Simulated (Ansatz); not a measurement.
Geometry optimisation, Ansatz 0.2.0, UKS PBE0-D4/def2-mTZVP.

Input:

```yaml
crystal:
  periodic: [false, false, false]
  atoms:
    - { symbol: In, position_ang: [-0.047399, -0.277747, -0.308834] }
    - { symbol: H, position_ang: [1.852022, 0.723921, 1.829793] }
    - { symbol: C, position_ang: [0.164328, 1.377073, -1.641778] }
    - { symbol: C, position_ang: [-1.413776, -1.304057, 0.972677] }
    - { symbol: H, position_ang: [2.034842, 0.2022, 1.407198] }
    - { symbol: F, position_ang: [1.706997, -1.223202, -0.216295] }
    - { symbol: H, position_ang: [-0.32084, 1.175307, -2.598408] }
    - { symbol: H, position_ang: [1.228734, 1.535852, -1.81278] }
    - { symbol: H, position_ang: [-0.273987, 2.285684, -1.226501] }
    - { symbol: H, position_ang: [-2.194777, -0.647792, 1.357112] }
    - { symbol: H, position_ang: [-0.845856, -1.72187, 1.804052] }
    - { symbol: H, position_ang: [-1.890387, -2.125368, 0.433864] }
magnetization:
  spin_polarized: true
basis:
  gaussian: { orbitals: def2-mTZVP }
hamiltonian:
  xc: pbe0
  dispersion: d4
relax:
  f_tol: 0.03
  max_steps: 50
```

Run as:

```bash
$ ansatz run input.yaml --threads 4 --pin off --max-ram 5120MiB --backend cpu --events-out ev --progress --plain --runs-dir out
```

**Question.** Where does it end, and by what steps?

**Answer.** The run converged. After 8 steps the energy has fallen by 0.084 eV; F6 moved furthest, 0.30 Å.

```tsv
step	energy less start (eV)	largest force component (eV/Å)	accepted
0	0.0000	1.703	yes
1	-0.0783	0.156	yes
2	-0.0805	0.036	yes
3	-0.0814	0.072	yes
4	-0.0820	0.042	yes
5	-0.0829	0.078	yes
6	-0.0833	0.069	yes
7	-0.0837	0.043	yes
8	-0.0838	0.012	yes
```

```xyz
12
Properties=species:S:1:pos:R:3
In -0.016 -0.340 -0.353
H 1.649 0.914 1.902
C 0.193 1.356 -1.640
C -1.383 -1.319 0.969
H 2.036 0.365 1.573
F 1.668 -1.416 -0.439
H -0.419 1.240 -2.536
H 1.238 1.441 -1.937
H -0.114 2.273 -1.136
H -2.061 -0.614 1.449
H -0.812 -1.850 1.731
H -1.979 -2.049 0.418
```

Whether the end is a true minimum wasn't checked by a vibrational analysis.

The run took 50 s on 4 threads of Arm Neoverse N1, with other jobs on the host, peak memory 0.39 GiB.
